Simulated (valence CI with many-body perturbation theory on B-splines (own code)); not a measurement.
## Level structure of Sm XXXI

Computed by valence CI with perturbative core correlation (CI+MBPT): four valence electrons over a frozen Dirac-Fock core [Ar] 3d10, a basis of 9 s, 9 p, 8 d, 6 f, 3 g, 1 h functions for each j, with the one-electron correlation potential Σ1, the two-electron term Σ2, the three-electron term Σ3, Breit, model QED; selected CI, second order for the rest, scaled by the run's own slope (own B-spline code, finite nucleus).

No measured spectrum was set against this ion. As an estimate, large intervals hold to a few tenths of a per cent, small ones and those within an open d or f shell to about a per cent.

Levels 1 to 32 of 32, with energies above the lowest level, (4s^2 4p1/2^2) J=0. "Leading %" is the weight of the configuration and term that name the level; weights of strongly mixed levels are sums over their largest components and can fall short, so below about 35 % the name and the second component can differ from the true leading terms, or belong to a minority configuration. In the jj column 3d3/2^4 stands for four electrons in 3d with j = 3/2. Lifetimes count E1, E2, E3, M1 and M2 decay at the calculated energies, and are blank where another channel may lead or the interval is too uncertain; long ones can be off by a factor of two.

```
No.  Configuration  Term  J  E (cm⁻¹)  Leading %      g    Second component  Lifetime               Leading jj
  1        4s2.4p2    3P  0         0         73            26 % 4s2.4p2 1S                4s^2 4p1/2^2 (98 %)
  2        4s2.4p2    3P  1    267540         99  1.499                       3.96 μs  4s^2 4p1/2 4p3/2 (99 %)
  3        4s2.4p2    1D  2    293480         59  1.196     39 % 4s2.4p2 3P    303 μs  4s^2 4p1/2 4p3/2 (98 %)
  4        4s2.4p2    3P  2    580590         59  1.299     39 % 4s2.4p2 1D   2.06 μs      4s^2 4p3/2^2 (98 %)
  5        4s2.4p2    1S  0    638790         72            26 % 4s2.4p2 3P   1.35 μs      4s^2 4p3/2^2 (98 %)
  6         4s.4p3   5S°  2    806940         44  1.654     38 % 4s.4p3 3P°    107 ps  4s 4p1/2^2 4p3/2 (92 %)
  7         4s.4p3   3D°  1    897050         45  0.978     22 % 4s.4p3 3P°   10.3 ps  4s 4p1/2^2 4p3/2 (88 %)
  8         4s.4p3   3D°  2   1053700         48  1.508     40 % 4s.4p3 5S°   74.3 ps  4s 4p1/2 4p3/2^2 (90 %)
  9         4s.4p3   3D°  3   1104400         92  1.327   6 % 4s2.4p.4d 3D°   71.1 ps  4s 4p1/2 4p3/2^2 (92 %)
 10      4s2.4p.4d   3F°  2   1147200         39  0.920     23 % 4s.4p3 1D°   65.0 ps  4s^2 4p1/2 4d3/2 (64 %)
 11         4s.4p3   3P°  0   1158100         96                              14.2 ps  4s 4p1/2 4p3/2^2 (96 %)
 12         4s.4p3   3P°  1   1182300         41  1.268     25 % 4s.4p3 3D°   6.34 ps  4s 4p1/2 4p3/2^2 (84 %)
 13         4s.4p3   3S°  1   1222900         31  1.415     31 % 4s.4p3 1P°   3.31 ps  4s 4p1/2 4p3/2^2 (83 %)
 14      4s2.4p.4d   3F°  2   1230500         43  0.926     33 % 4s.4p3 1D°   6.59 ps  4s 4p1/2 4p3/2^2 (50 %)
 15      4s2.4p.4d   3F°  3   1296700         70  1.110  13 % 4s2.4p.4d 1F°   8.34 ps  4s^2 4p1/2 4d5/2 (87 %)
 16      4s2.4p.4d   3D°  1   1299100         41  0.864  23 % 4s2.4p.4d 1P°   1.67 ps  4s^2 4p1/2 4d3/2 (83 %)
 17      4s2.4p.4d   3P°  2   1313700         43  1.292  27 % 4s2.4p.4d 3D°   3.15 ps  4s^2 4p1/2 4d5/2 (86 %)
 18         4s.4p3   3P°  2   1420600         39  1.363     21 % 4s.4p3 1D°   19.0 ps        4s 4p3/2^3 (75 %)
 19         4s.4p3   1P°  1   1503400         28  1.211     22 % 4s.4p3 3S°   2.70 ps        4s 4p3/2^3 (48 %)
 20      4s2.4p.4d   3D°  2   1534800         44  1.026  34 % 4s2.4p.4d 1D°   1.91 ps  4s^2 4p3/2 4d3/2 (83 %)
 21      4s2.4p.4d   3F°  4   1535600         99  1.248                       4.52 μs  4s^2 4p3/2 4d5/2 (99 %)
 22      4s2.4p.4d   3P°  0   1547800         95                              2.26 ps  4s^2 4p3/2 4d3/2 (95 %)
 23      4s2.4p.4d   3D°  3   1553400         43  1.175  28 % 4s2.4p.4d 3F°   2.01 ps  4s^2 4p3/2 4d3/2 (76 %)
 24      4s2.4p.4d   3P°  1   1585100         50  1.281     11 % 4s.4p3 1P°   2.28 ps  4s^2 4p3/2 4d3/2 (47 %)
 25      4s2.4p.4d   3P°  2   1616800         40  1.293  20 % 4s2.4p.4d 1D°   2.71 ps  4s^2 4p3/2 4d5/2 (72 %)
 26      4s2.4p.4d   1F°  3   1658700         60  1.127  37 % 4s2.4p.4d 3D°   2.10 ps  4s^2 4p3/2 4d5/2 (82 %)
 27      4s2.4p.4d   1P°  1   1689400         66  0.966  13 % 4s2.4p.4d 3D°   2.52 ps  4s^2 4p3/2 4d5/2 (79 %)
 28            4p4    3P  2   1709100         30  1.277   16 % 4s.4p2.4d 3P   25.5 ps  4s 4p1/2^2 4d3/2 (48 %)
 29      4s.4p2.4d    5F  1   1714300         56  0.347   26 % 4s.4p2.4d 3D   46.1 ps  4s 4p1/2^2 4d3/2 (90 %)
 30      4s.4p2.4d    5F  2   1755300         29  1.222         23 % 4p4 3P   9.37 ps   4p1/2^2 4p3/2^2 (34 %)
 31            4p4    1S  0   1804200         49                37 % 4p4 3P   6.09 ps   4p1/2^2 4p3/2^2 (85 %)
 32      4s.4p2.4d    5D  3   1806100         30  1.376   25 % 4s.4p2.4d 5F   11.3 ps  4s 4p1/2^2 4d5/2 (84 %)
```

The ionisation energy to 4s2.4p 2P°_1/2 of the next ion comes out as 1182 eV (NIST: 1180 ± 4 eV (theoretical)). All 32 levels together are meant to be complete up to 1876400 cm⁻¹.
